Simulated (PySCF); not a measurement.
## Ce²⁺: ionisation energy

Ce²⁺ [Xe] 4f2 [4f5/2^2, M_J = 4] → Ce³⁺ [Xe] 4f1 [4f5/2^1, M_J = 5/2], as a difference of total energies. All numbers are calculated (PySCF 2.14, the two-component X2C-1e Hamiltonian, in x2c-SVPall-2c (7s10p9d3f1g, 112 functions)). Correlated levels: [Ar] 3d10 frozen; the 16 highest virtual spinors dropped. "Screened" scales the spin-orbit matrix elements by Boettger's factors to mimic the two-electron term; Breit and QED terms are absent.

| method | ionisation energy (eV) |
| --- | --- |
| GHF (spin-free) | 18.185 |
| GMP2 (spin-free) | 18.374 |
| GHF (screened spin-orbit) | 18.199 |
| GMP2 (screened spin-orbit) | 18.391 |

Q: How much does correlation contribute at GMP2 (screened spin-orbit)?

A: 18.391 − (18.199) = 0.192 eV, measured against GHF (screened spin-orbit).

The spin-free rows relax to the high-spin LS determinant and lack the spin-orbit shift.

Errors of the correlated levels include the incompleteness of this basis and the frozen core.

The labels give the starting determinants; with spin-orbit coupling the two ends relaxed to ⟨J²⟩ = 20.99, ⟨L²⟩ = 29.79, ⟨S²⟩ = 1.99 and ⟨J²⟩ = 8.84, ⟨L²⟩ = 12.05, ⟨S²⟩ = 0.79.

The determinant of Ce²⁺ mixes levels of different J (the jj label is only the starting occupation), so the difference between spin-free and spin-orbit rows is not the physical spin-orbit shift.

For comparison: 20.197 eV (semi-empirical (NIST evaluation); NIST Atomic Spectra Database, ionization energies).
